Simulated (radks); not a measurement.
Species: the xenon ion Xe3+. Configuration: [Kr] 4d10 5s2 5p3. Calculated with a radial shooting solver on a logarithmic mesh with Libxc functionals: non-relativistic Kohn-Sham, exchange-only B88, spin-polarised, spherical densities, point nucleus; open shells are filled with parallel spins first (spin-orbit coupling, left out, can overturn this in heavy ions); relativity is left out, which matters for an element this heavy.

Normalised radial functions P(r) = r R(r), r in bohr:

```
   r/bohr * 4p up, o 5s up, + 5p down (the largest magnitude, 1.26, reaches the edge; | marks zero, & curves that meet)
 0.003802                             &o
 0.005031                             & o
 0.006657                             +*o
 0.008808                             +*o
  0.01175                             |+*o
  0.01554                             |+ &
  0.02057                             | & *
  0.02721                             |o+   *
    0.036                             o  +    *
  0.04764                           o |   +     *
  0.06354                         o   |   +      *
  0.08407                         o   |  +    *
   0.1112                          o  |+ *
   0.1472                       *   + |o
   0.1947               *        +    |    o
   0.2577              *         +    |     o
   0.3436                        *   +| o
   0.4547                       o     |     +      *
   0.6016                   o         |        +                *
    0.796                         o   |    +                     *
    1.053                        +    |       o         *
    1.405               +             |       *        o
    1.859            +                | *               o
    2.459               +             *           o
    3.254                      +      *    o
    4.305                          +  *o
    5.697                             &
```

4p up: eigenvalue -169.87 eV, 2 radial nodes at r = 0.121, 0.372 bohr, <r> = 0.777 bohr, 90 % of the charge inside 1.13 bohr. 5s up: eigenvalue -48.209 eV, 4 radial nodes at r = 0.0361, 0.139, 0.365, 0.886 bohr, <r> = 1.82 bohr, 90 % of the charge inside 2.60 bohr. 5p down (empty): eigenvalue -33.603 eV, 3 radial nodes at r = 0.120, 0.359, 0.930 bohr, <r> = 2.05 bohr, 90 % of the charge inside 2.98 bohr.
